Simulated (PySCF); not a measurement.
**C5H6F3O: g tensor and hyperfine couplings**

Compound: C5H6F3O (doublet state).
Cartesian coordinates in Å at the GFN2-xTB level; atoms count from 1:
```
atom  x, y, z in Å
C1     2.9217    0.7708    0.4930
C2     2.0022    0.1058   -0.2027
O3     0.8042   -0.1951    0.3532
C4    -0.0984   -0.9789   -0.2556
F5     0.0799   -1.1588   -1.5925
C6    -1.5092   -0.8838    0.2104
C7    -2.1233    0.5116   -0.0020
F8    -3.3145    0.5960    0.6374
F9    -2.3781    0.7365   -1.3084
H10    2.7399    1.0708    1.5087
H11    3.8647    1.0232    0.0496
H12    2.1546   -0.2067   -1.2278
H13   -2.1138   -1.6115   -0.3332
H14   -1.5541   -1.0968    1.2797
H15   -1.4805    1.3248    0.3684
```

The hyperfine couplings belong to this conformer and change with its torsions.

As a line formula: `C=CO[C](F)CC(F)F` [radical].

The calculation used UKS B3LYP, pcH-1 on C F H O, non-relativistic, mean-field spin-orbit, GIAO (PySCF 2.14.0). One conformer (not necessarily the lowest) at the GFN2-xTB geometry, without solvent, vibrations or thermal averaging. Couplings are sensitive to structure, and on GFN2-xTB geometries they can be far from those on DFT ones. The SCF solution wasn't tested for stability.

```
g1, g2, g3 : 2.00197, 2.00385, 2.00459
g_iso      : 2.00347
Form of g  : rhombic: the two nearest values differ by 28 % of g3 − g1
⟨S²⟩       : 0.7548 (exact 0.7500)
```

Hyperfine couplings atom by atom, in MHz; T1 to T3 are the principal values of the dipolar part:

| atom | isotope | a_iso | T1 | T2 | T3 | Mulliken spin population |
| --- | --- | --- | --- | --- | --- | --- |
| C1 | 13C | 8.5 | -9.0 | -8.1 | 17.1 | 0.12 |
| C2 | 13C | -9.2 | -9.0 | 2.6 | 6.4 | -0.06 |
| O3 | 17O | -24.0 | -45.7 | 21.3 | 24.4 | 0.07 |
| C4 | 13C | 296.9 | -76.8 | -75.6 | 152.4 | 0.80 |
| F5 | 19F | 218.0 | -212.3 | -182.1 | 394.4 | 0.05 |
| C6 | 13C | 8.6 | -3.2 | -2.8 | 6.0 | -0.04 |
| C7 | 13C | 67.8 | -5.7 | -5.0 | 10.7 | 0.05 |
| F8 | 19F | 26.2 | -21.1 | -18.2 | 39.4 | 0.01 |
| F9 | 19F | 1.5 | -8.3 | -4.2 | 12.5 | 0.00 |
| H10 | 1H | -7.0 | -2.4 | -1.0 | 3.5 | 0.00 |
| H11 | 1H | -7.8 | -4.6 | -0.5 | 5.1 | -0.01 |
| H12 | 1H | 2.5 | -4.1 | -3.4 | 7.5 | 0.00 |
| H13 | 1H | 10.6 | -6.0 | -4.5 | 10.5 | 0.00 |
| H14 | 1H | 27.5 | -6.1 | -4.7 | 10.8 | 0.01 |
| H15 | 1H | -3.1 | -3.9 | -1.0 | 4.9 | 0.00 |

The Mulliken spin populations are largest on C4 (+0.80), C1 (+0.12) and O3 (+0.07). No atom but C4 exceeds +0.15. The angles at C4 add up to 349.2°, so it is slightly pyramidal.

Axes: g2 points within 3° of the C1–H10 bond.

Under fast tumbling the dipolar parts average out, and these isotropic splittings remain (the largest six): 1 × 19F (F5, I = 1/2, 2 lines) with 7.77 mT, 2 × 1H (H13/H14, I = 1/2, 3 lines) with 0.68 mT, 2 × 19F (F8/F9, I = 1/2, 3 lines) with 0.49 mT, 1 × 1H (H11, I = 1/2, 2 lines) with 0.28 mT, 1 × 1H (H10, I = 1/2, 2 lines) with 0.25 mT and 1 × 1H (H15, I = 1/2, 2 lines) with 0.11 mT.

Means are taken over nuclei equivalent by connectivity, which assumes that they swap fast. The 19F value of +13.8 MHz is a mean of couplings from 1.5 to 26.2 MHz in this one geometry, not an average over conformers. The 1H value of +19.0 MHz is a mean of couplings from 10.6 to 27.5 MHz in this one geometry, not an average over conformers.

The 13C coupling of C4 (296.9 MHz) shows only in satellite lines or after enrichment, since that isotope makes up about 1.07 % of natural carbon.

The 17O coupling of O3 (-24.0 MHz) shows only in satellite lines or after enrichment, since that isotope makes up about 0.038 % of natural oxygen.
